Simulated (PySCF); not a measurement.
PySCF 2.14 output of an unrestricted LC-wPBE calculation on a single atom or ion in aug-cc-pVDZ-PP with ECP60MDF (5s5p4d2f, 54 functions), with a scalar-relativistic core potential:

```
SCF conv_tol = 1e-09
number electrons alpha = 9  beta = 4
    O. A. Vydrov and G. E. Scuseria.,  J. Chem. Phys. 125, 234109 (2006)
cycle= 1 E= -88.8920882079362  delta_E= -0.00186  |g|= 0.00738  |ddm|= 0.126
cycle= 2 E= -88.8921147725526  delta_E= -2.66e-05  |g|= 0.00152  |ddm|= 0.00821
cycle= 3 E= -88.8921154303806  delta_E= -6.58e-07  |g|= 0.000269  |ddm|= 0.00377
cycle= 4 E= -88.8921154612619  delta_E= -3.09e-08  |g|= 1.38e-05  |ddm|= 0.000405
cycle= 5 E= -88.8921154613683  delta_E= -1.06e-10  |g|= 5.53e-07  |ddm|= 3.03e-05
converged SCF energy = -88.8921154613683  <S^2> = 8.7508251  2S+1 = 6.000275
```

The run itself started from symmetry-adapted Hartree-Fock orbitals and held the occupation by maximum overlap, on a logarithmic radial grid, so the iterations belong to that start.

Which element, charge and spin multiplicity is this?

Os³⁺ (osmium, charge +3), multiplicity 6; the state was [Xe] 4f14 5d5, high-spin 6S determinant.

Energies and moments cover only the electrons outside the core potential. Spin-orbit coupling, which splits the p, d and f shells strongly at this Z, is absent.
